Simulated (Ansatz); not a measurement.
Ansatz (a program for electronic structure) input (B3LYP-D3(BJ)/def2-TZVP):

Ansatz 0.2 input:
```yaml
crystal:
  periodic: [false, false, false]
  atoms:
    - {symbol: Ti, position_ang: [-0.00000000, -0.00000000, -0.07658610]}
    - {symbol: H, position_ang: [0.00000000, 0.00000000, 1.68489420]}
basis:
  gaussian:
    orbitals: def2-TZVP
hamiltonian:
  xc: b3lyp
  dispersion: d3bj
magnetization: {spin_polarized: true, initial_magnetization: 3}
phonons: {temperatures: {t_min: 298.15, t_max: 298.15, t_step: 100}}
```

Output:

```
Functional definition: B3LYP
integrals: 0.01 GiB planned
475 factors; integrals over basis functions are off by at most 2.4e-4 eV
mean field: 0.15 GiB planned
mean field evaluation 1: about -23123.8290 eV, gradient 3.1e1 eV
mean field evaluation 2: about -23112.2165 eV, gradient 5.8e1 eV
mean field evaluation 4: about -23128.1671 eV, gradient 3.4e0 eV
mean field evaluation 8: about -23128.2457 eV, gradient 1.2e-1 eV
mean field evaluation 16: about -23128.2459 eV, gradient 1.5e-3 eV
mean field evaluation 32: about -23128.7662 eV, gradient 2.2e-5 eV
mean field -23128.76618722 eV, -849.9664801397 hartree, gradient 2.7e-6 eV, S^2 3.758489; 7 other end points of the search recorded, 0 dependent functions left out
the calculation of the forces begins
reference -23128.76636938 eV, -849.9664868337 hartree; 13, 10 occupied and 38, 41 virtual orbitals, 475 factors
these checks for a lower state are left out or cut short: stability, starts, cluster_reference, orbital_swaps, neighbouring_geometries, increment
integrals: 0.01 GiB planned
475 factors; integrals over basis functions are off by at most 2.4e-4 eV
mean field: 0.15 GiB planned
mean field evaluation 64: about -23128.7607 eV, gradient 4.4e-2 eV
mean field -23128.76618715 eV, -849.9664801370 hartree, gradient 2.7e-6 eV, S^2 3.758489; 0 other end points of the search recorded, 0 dependent functions left out
the calculation of the forces begins
reference -23128.76636931 eV, -849.9664868311 hartree; 13, 10 occupied and 38, 41 virtual orbitals, 475 factors
these checks for a lower state are left out or cut short: stability, starts, cluster_reference, orbital_swaps, neighbouring_geometries, increment
integrals: 0.01 GiB planned
475 factors; integrals over basis functions are off by at most 2.4e-4 eV
mean field: 0.15 GiB planned
mean field -23128.76618715 eV, -849.9664801370 hartree, gradient 2.8e-6 eV, S^2 3.758489; 0 other end points of the search recorded, 0 dependent functions left out
the calculation of the forces begins
reference -23128.76636931 eV, -849.9664868311 hartree; 13, 10 occupied and 38, 41 virtual orbitals, 475 factors
these checks for a lower state are left out or cut short: stability, starts, cluster_reference, orbital_swaps, neighbouring_geometries, increment
integrals: 0.01 GiB planned
475 factors; integrals over basis functions are off by at most 2.4e-4 eV
mean field: 0.15 GiB planned
mean field -23128.76618715 eV, -849.9664801370 hartree, gradient 2.6e-6 eV, S^2 3.758489; 0 other end points of the search recorded, 0 dependent functions left out
the calculation of the forces begins
reference -23128.76636931 eV, -849.9664868311 hartree; 13, 10 occupied and 38, 41 virtual orbitals, 475 factors
these checks for a lower state are left out or cut short: stability, starts, cluster_reference, orbital_swaps, neighbouring_geometries, increment
integrals: 0.01 GiB planned
475 factors; integrals over basis functions are off by at most 2.4e-4 eV
mean field: 0.15 GiB planned
mean field -23128.76618715 eV, -849.9664801370 hartree, gradient 2.5e-6 eV, S^2 3.758489; 0 other end points of the search recorded, 0 dependent functions left out
the calculation of the forces begins
reference -23128.76636931 eV, -849.9664868311 hartree; 13, 10 occupied and 38, 41 virtual orbitals, 475 factors
these checks for a lower state are left out or cut short: stability, starts, cluster_reference, orbital_swaps, neighbouring_geometries, increment
integrals: 0.01 GiB planned
475 factors; integrals over basis functions are off by at most 2.4e-4 eV
mean field: 0.15 GiB planned
mean field -23128.76625977 eV, -849.9664828056 hartree, gradient 2.2e-6 eV, S^2 3.758475; 0 other end points of the search recorded, 0 dependent functions left out
the calculation of the forces begins
reference -23128.76644188 eV, -849.9664894980 hartree; 13, 10 occupied and 38, 41 virtual orbitals, 475 factors
these checks for a lower state are left out or cut short: stability, starts, cluster_reference, orbital_swaps, neighbouring_geometries, increment
integrals: 0.01 GiB planned
475 factors; integrals over basis functions are off by at most 2.4e-4 eV
mean field: 0.15 GiB planned
mean field evaluation 96: about -23128.7661 eV, gradient 1.2e-5 eV
mean field -23128.76605929 eV, -849.9664754381 hartree, gradient 1.9e-6 eV, S^2 3.758503; 0 other end points of the search recorded, 0 dependent functions left out
the calculation of the forces begins
reference -23128.76624148 eV, -849.9664821337 hartree; 13, 10 occupied and 38, 41 virtual orbitals, 475 factors
these checks for a lower state are left out or cut short: stability, starts, cluster_reference, orbital_swaps, neighbouring_geometries, increment
integrals: 0.01 GiB planned
475 factors; integrals over basis functions are off by at most 2.4e-4 eV
mean field: 0.15 GiB planned
mean field -23128.76618715 eV, -849.9664801370 hartree, gradient 2.8e-6 eV, S^2 3.758489; 0 other end points of the search recorded, 0 dependent functions left out
the calculation of the forces begins
reference -23128.76636931 eV, -849.9664868311 hartree; 13, 10 occupied and 38, 41 virtual orbitals, 475 factors
these checks for a lower state are left out or cut short: stability, starts, cluster_reference, orbital_swaps, neighbouring_geometries, increment
integrals: 0.01 GiB planned
475 factors; integrals over basis functions are off by at most 2.4e-4 eV
mean field: 0.15 GiB planned
mean field -23128.76618715 eV, -849.9664801370 hartree, gradient 2.7e-6 eV, S^2 3.758489; 0 other end points of the search recorded, 0 dependent functions left out
the calculation of the forces begins
reference -23128.76636931 eV, -849.9664868311 hartree; 13, 10 occupied and 38, 41 virtual orbitals, 475 factors
these checks for a lower state are left out or cut short: stability, starts, cluster_reference, orbital_swaps, neighbouring_geometries, increment
integrals: 0.01 GiB planned
475 factors; integrals over basis functions are off by at most 2.4e-4 eV
mean field: 0.15 GiB planned
mean field -23128.76618715 eV, -849.9664801370 hartree, gradient 2.5e-6 eV, S^2 3.758489; 0 other end points of the search recorded, 0 dependent functions left out
the calculation of the forces begins
reference -23128.76636931 eV, -849.9664868311 hartree; 13, 10 occupied and 38, 41 virtual orbitals, 475 factors
these checks for a lower state are left out or cut short: stability, starts, cluster_reference, orbital_swaps, neighbouring_geometries, increment
integrals: 0.01 GiB planned
475 factors; integrals over basis functions are off by at most 2.4e-4 eV
mean field: 0.15 GiB planned
mean field -23128.76618715 eV, -849.9664801370 hartree, gradient 2.6e-6 eV, S^2 3.758489; 0 other end points of the search recorded, 0 dependent functions left out
the calculation of the forces begins
reference -23128.76636931 eV, -849.9664868311 hartree; 13, 10 occupied and 38, 41 virtual orbitals, 475 factors
these checks for a lower state are left out or cut short: stability, starts, cluster_reference, orbital_swaps, neighbouring_geometries, increment
integrals: 0.01 GiB planned
475 factors; integrals over basis functions are off by at most 2.4e-4 eV
mean field: 0.15 GiB planned
mean field evaluation 128: about -23128.7661 eV, gradient 1.9e-6 eV
mean field -23128.76605929 eV, -849.9664754381 hartree, gradient 1.9e-6 eV, S^2 3.758503; 0 other end points of the search recorded, 0 dependent functions left out
the calculation of the forces begins
reference -23128.76624148 eV, -849.9664821337 hartree; 13, 10 occupied and 38, 41 virtual orbitals, 475 factors
these checks for a lower state are left out or cut short: stability, starts, cluster_reference, orbital_swaps, neighbouring_geometries, increment
integrals: 0.01 GiB planned
475 factors; integrals over basis functions are off by at most 2.4e-4 eV
mean field: 0.15 GiB planned
mean field -23128.76625977 eV, -849.9664828056 hartree, gradient 2.2e-6 eV, S^2 3.758475; 0 other end points of the search recorded, 0 dependent functions left out
the calculation of the forces begins
reference -23128.76644188 eV, -849.9664894980 hartree; 13, 10 occupied and 38, 41 virtual orbitals, 475 factors
Total energy: -23128.79331558 eV, -849.9674770884 hartree
Atom 0 at    -0.000000    -0.000000    -0.076586 Å, force     0.000000    -0.000000    -0.001034 eV/Å
Atom 1 at     0.000000     0.000000     1.684894 Å, force    -0.000000     0.000000     0.001034 eV/Å
Dipole moment:     0.000000     0.000000    -0.633298 e Å
Vibrations: 1562.65 cm⁻¹, zero-point energy 0.096872 eV
```

The spin state was set by rule; other spins were not relaxed.
